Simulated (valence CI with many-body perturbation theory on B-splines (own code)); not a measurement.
# Ho34+: input, log and results

Computed by relativistic CI+MBPT: five valence electrons over a frozen Dirac-Fock core [Ar] 3d10, a basis of 5 s, 5 p, 4 d, 2 f functions for each j, with the one-electron correlation potential Σ1 (screened to all orders), the two-electron term Σ2, the three-electron term Σ3, Breit, model QED; selected single and double excitations, second order for the rest (own B-spline code, finite nucleus).

Command, and the settings that its task file holds:

```sh
python run_cv.py task.json out
```

```
atom Ho  Z=67  mass_number=165  rms_radius_fm=5.2022
core [Ar] 3d10
valence 4s2 4p3
avg = 1
basis = S
breit = 1
cap = 20000
capref = 1200
cscale = 1
de = 0.0
dress = 0
eps = 2e-08
h = 0.27
hh = 1
l2 = 3
lcore = 6
maxit = 60
n2 = 5
natural = 1
nlev = 30
nno = [2, 2, 2, 1, 0]
nroot = 26
nsp = [3, 3, 2, 1, 0]
pt2 = 1
qed = 1
rpa = 1
s1 = 1
s2 = 1
s3 = 1
screen = 1
tol = 2e-05
```

It took 62 s on 1 thread of Arm Neoverse N1, on a shared host.

Log. The first blocks belong to the next ion, which gives the ionisation energy. Fields: 2J, parity (1 odd), roots, reference size, generating configurations, candidates as configurations/state functions, variational space P, stored matrix elements, Davidson steps; e2 is the range of second-order energies in hartree. The first line gives the box (bohr), its intervals, the orbitals and the steps of their self-consistent field. Window is the range of levels sought, series limit the energy at which the first omitted orbital would enter, core excitation an estimate of the first excitation out of the core, left out the lowest levels not solved, and shifts from estimates the range by which levels moved from their first estimate, all in cm⁻¹.

```
rmax 3.3 intervals 57 orbitals 27 references ['4s2 4p3', '4s 4p4', '4s2 4p2 4d', '4p5', '4s 4p3 4d'] scf 4 t 1.3
2J=0 par=0 roots 2 ref 22 generators 8 cand 1759/2776 P 617/877 nnz 0 it 0
2J=0 par=0 roots 2 ref 22 generators 11 cand 2035/3631 P 980/1444 nnz 0 it 5
   second order: generators 23 cand 2572/4556 e2 -0.00001 -0.00001
reference levels 508, estimated 119, window 1987949 1/cm; series limit 5866654, core excitation 9682293
2J=3 par=1 roots 5 ref 39 generators 19 cand 4594/45663 P 928/3995 nnz 1.6e+06 it 6
2J=3 par=1 roots 5 ref 39 generators 33 cand 6260/70151 P 2447/14552 nnz 1.6e+07 it 9
   second order: generators 52 cand 6439/89515 e2 -0.00010 -0.00002
2J=5 par=1 roots 3 ref 39 generators 13 cand 4222/47029 P 809/3997 nnz 1.8e+06 it 5
2J=5 par=1 roots 3 ref 39 generators 29 cand 6361/85491 P 2254/14738 nnz 1.7e+07 it 6
   second order: generators 45 cand 6054/96367 e2 -0.00010 -0.00004
2J=1 par=1 roots 3 ref 24 generators 14 cand 3937/23551 P 1149/3998 nnz 1.6e+06 it 5
2J=1 par=1 roots 3 ref 24 generators 28 cand 5509/36533 P 2397/9393 nnz 6.3e+06 it 6
   second order: generators 44 cand 6167/47499 e2 -0.00007 -0.00003
2J=3 par=0 roots 11 ref 80 generators 25 cand 5765/62687 P 894/4000 nnz 1.7e+06 it 8
2J=3 par=0 roots 11 ref 80 generators 41 cand 6920/81601 P 2797/18183 nnz 2.3e+07 it 9
   second order: generators 64 cand 6588/91961 e2 -0.00007 -0.00003
2J=5 par=0 roots 9 ref 88 generators 24 cand 5351/64139 P 871/3984 nnz 1.7e+06 it 7
2J=5 par=0 roots 9 ref 88 generators 43 cand 7066/106065 P 2597/18561 nnz 2.6e+07 it 9
   second order: generators 63 cand 6908/120717 e2 -0.00009 -0.00002
2J=1 par=0 roots 8 ref 48 generators 20 cand 4520/28400 P 1221/3994 nnz 1.5e+06 it 5
2J=1 par=0 roots 8 ref 48 generators 35 cand 6001/42163 P 2840/11944 nnz 9.6e+06 it 8
   second order: generators 59 cand 5979/47892 e2 -0.00004 -0.00002
2J=7 par=0 roots 5 ref 70 generators 17 cand 4872/55924 P 815/3994 nnz 1.9e+06 it 5
2J=7 par=0 roots 5 ref 70 generators 35 cand 6522/97770 P 2026/14721 nnz 1.9e+07 it 8
   second order: generators 48 cand 5898/96193 e2 -0.00009 -0.00005
2J=9 par=0 roots 2 ref 45 generators 9 cand 2841/30717 P 752/3999 nnz 2.3e+06 it 4
2J=9 par=0 roots 2 ref 45 generators 20 cand 4973/58937 P 1356/8322 nnz 7.4e+06 it 5
   second order: generators 34 cand 5657/77494 e2 -0.00008 -0.00007
2J=7 par=1 roots 1 ref 31 generators 10 cand 3700/33075 P 800/3996 nnz 1.8e+06 it 5
2J=7 par=1 roots 1 ref 31 generators 18 cand 5775/71385 P 1855/11915 nnz 1.2e+07 it 6
   second order: generators 35 cand 5964/90892 e2 -0.00010 -0.00010
2J=9 par=1 roots 1 ref 16 generators 6 cand 2822/26766 P 828/4000 nnz 2.1e+06 it 4
2J=9 par=1 roots 1 ref 16 generators 13 cand 4105/52279 P 1313/7795 nnz 6.6e+06 it 5
   second order: generators 27 cand 6143/93462 e2 -0.00008 -0.00008
left out: unestimated 2857699, estimated 2196355, shifts from estimates -55 to 0
operators 2.5
```

The Davidson iterations converged.

No measured spectrum was set against this ion. As an estimate, large intervals hold to a few tenths of a per cent, small ones and those within an open d or f shell to about a per cent.

```yaml
Valence_energy: -297.2243 hartree
Ionisation_energy: "1444.1 eV (NIST: 1443 ± 5 eV (theoretical))"
Reference_configurations_for_the_orbitals: 4s2 4p3, 4s 4p4, 4s2 4p2 4d, 4p5, 4s 4p3 4d
Radial_orbitals: 27
Box_radius: 3.275 bohr
Largest_variational_space: 18561
Lowest_levels: (4s^2 4p1/2^2 4p3/2) J=3/2 0, (4s^2 4p1/2 4p3/2^2) J=3/2 405540, (4s^2 4p1/2 4p3/2^2) J=5/2 443980, (4s^2 4p1/2 4p3/2^2) J=1/2 491790, (4s^2 4p3/2^3) J=3/2 903820, (4s^2 4p1/2^2 4d3/2) J=3/2 1033900, (4s 4p1/2^2 4p3/2^2) J=5/2 1036900, (4s 4p1/2^2 4p3/2^2) J=1/2 1157300, (4s 4p1/2^2 4p3/2^2) J=3/2 1180600, (4s^2 4p1/2^2 4d5/2) J=5/2 1197300, (4s^2 4p1/2 4p3/2 4d3/2) J=3/2 [a] 1436600, (4s^2 4p1/2 4p3/2 4d3/2) J=5/2 [a] 1443600, (4s^2 4p1/2 4p3/2 4d3/2) J=1/2 [a] 1444900, (4s 4p1/2 4p3/2^3) J=3/2 1462500 cm⁻¹
```

Levels are named by their leading jj configuration (3d3/2^4 stands for four electrons in 3d with j = 3/2), which in mixed levels can hold well under half, so a name can repeat and another be missing. Letters in brackets count levels of one name in rising energy.
